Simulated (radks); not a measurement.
The iodine anion I-, [Xe], held by a Watson sphere: a shell of charge +0.74 at radius R that stands for the Madelung well of a crystal (potential energy -0.74/R inside, -0.74/r outside, in hartree with lengths in bohr). Calculated with a radial shooting solver on a logarithmic mesh with Libxc functionals: scalar-relativistic Kohn-Sham, LB94 model potential, spin-polarised, spherical densities, point nucleus. Response by self-consistent Sternheimer equations with the Hartree and adiabatic LDA kernel, the relativistic mass of each level held fixed and spin-orbit coupling left out. The sphere does not respond.

R (bohr)  e(4d) (eV)  e(5s) (eV)  e(5p) (eV)  <r> 5p (bohr)  sum of <r^2> (bohr^2)  X-ray form factor at sin(theta)/lambda = 0.3 1/angstrom  alpha (bohr^3)
2.39         -54.779     -20.367      -9.793          2.475                  68.59                                                   36.690           37.87
3.09         -54.204     -19.620      -9.196          2.535                  70.95                                                   36.708           43.30
3.21         -54.111     -19.501      -9.087          2.543                  71.29                                                   36.711           44.25
3.49         -53.893     -19.234      -8.834          2.559                  71.99                                                   36.716           46.41
4.13         -53.401     -18.675      -8.283          2.586                  73.18                                                   36.723           50.85
4.25         -53.311     -18.579      -8.186          2.589                  73.36                                                   36.724           51.58
